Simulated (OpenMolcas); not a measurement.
## I2+: effect of the active space

- Program: OpenMolcas
- Method: CASSCF or its RAS form
- Basis: ANO-RCC-VQZP
- Scalar Hamiltonian: DKH2, point nucleus
- Spin-orbit coupling: RASSI with atomic mean-field integrals over the reference wave functions, term energies averaged over their components

A. 3 electrons in 3 orbitals (5p); 2S+1 = 4 odd, 1 root; 2S+1 = 2 odd, 8 roots; cost about 5 core-seconds
B. 5 electrons in 4 orbitals (5s 5p); 2S+1 = 4 odd, 1 root; 2S+1 = 2 odd, 8 roots; 2S+1 = 4 even, 3 roots; 2S+1 = 2 even, 9 roots; cost of the order of 25 core-seconds
C. 5 electrons in 8 orbitals (5s 5p 6s 6p); 2S+1 = 4 odd, 1 root; 2S+1 = 2 odd, 9 roots; 2S+1 = 4 even, 3 roots; 2S+1 = 2 even, 9 roots; cost of the order of 30 core-seconds
D. 3 electrons in 9 orbitals (RAS2 5p; RAS3 5d 6s, at most 1 electron); 2S+1 = 4 odd, 1 root; 2S+1 = 2 odd, 8 roots; 2S+1 = 4 even, 18 roots; 2S+1 = 2 even, 54 roots; cost of the order of 40 core-seconds
E. 5 electrons in 9 orbitals (RAS2 5s 5p; RAS3 5d, at most 2 electrons); 2S+1 = 4 odd, 1 root; 2S+1 = 2 odd, 11 roots; 2S+1 = 4 even, 3 roots; 2S+1 = 2 even, 8 roots; cost about 40 core-seconds

Energies in cm-1 above 5s2 5p3 4S* 3/2.

```
                 Level      A      B      C      D      E
       5s2 5p3 4S* 3/2    0.0    0.0    0.0    0.0    0.0
       5s2 5p3 2D* 3/2  16022  15541  16333  16022  15995
       5s2 5p3 2D* 5/2  18659  18839  19739  18659  18843
       5s2 5p3 2P* 1/2  30171  26290  26884  30171  28339
5s2 5p3 2P* 3/2 [75 %]  34053  30848  31510  34053  32340
```

Among A to E the level of the table that moves most is 5s2 5p3 2P* 1/2, by 3900 cm-1 (lowest in B, highest in A).

With the s shell closed, the reference lacks s² → p² mixing (holds for A; D). The run also gave levels led by 5s2 5p2 6p, which use shells meant for correlation; these and all levels above them are left out (holds for C). The run also gave levels led by 5s 5p3 5d, 5s2 5p2 5d, which use shells meant for correlation; these and all levels above them are left out (holds for E). Levels of configurations outside the active space are missing. Levels that lie high or do not pair safely by name in every column are left out.

A share in square brackets marks a mixed level and gives the weight of the term that names it, the lowest over the columns. * marks odd parity.
